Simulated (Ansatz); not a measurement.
The cluster Rb₃H₃⁺. Total charge 1; doublet. Geometry PBE0-D4/def2-TZVP; atoms count from 1.

Cartesian coordinates in Å:
```
Rb -0.577 -2.031 0.713
Rb 1.308 2.442 2.212
Rb 0.834 -4.671 -3.635
H 0.323 0.237 1.548
H -0.814 1.744 -0.191
H -1.075 2.280 -0.647
```

In the def2 sets Rb takes a core potential; there is no spin–orbit coupling. In the doublet, H5 and H6 lie 0.75 Å apart (atoms count from 1), so H2 has formed as a molecule. Another isomer (doublet) lies 0.03 eV lower at PBE0-D4/def2-TZVP; other spin states weren't run for this one.

**Question.** Estimate the Mulliken populations from the PBE0/def2-TZVP orbitals of Ansatz.

**Answer.** 
| atom | charge (e) | spin (α − β) |
| --- | --- | --- |
| Rb1 | 0.63 | 0.25 |
| Rb2 | 0.75 | 0.01 |
| Rb3 | 0.25 | 0.73 |
| H4 | -0.63 | 0.01 |
| H5 | -0.02 | 0.00 |
| H6 | 0.01 | 0.00 |
Mulliken values and Mayer orders depend strongly on the basis.

**Question.** Where does the spin sit?

**Answer.** Summed by element: Rb 0.99, H 0.01, of 1 unpaired in all. Largest on single atoms: Rb3 0.73, Rb1 0.25, Rb2 0.01.

**Question.** And the Mayer bond orders between bonded heavy atoms (over 0.3)?

**Answer.** Rb1–Rb3 0.38 (5.28 Å).
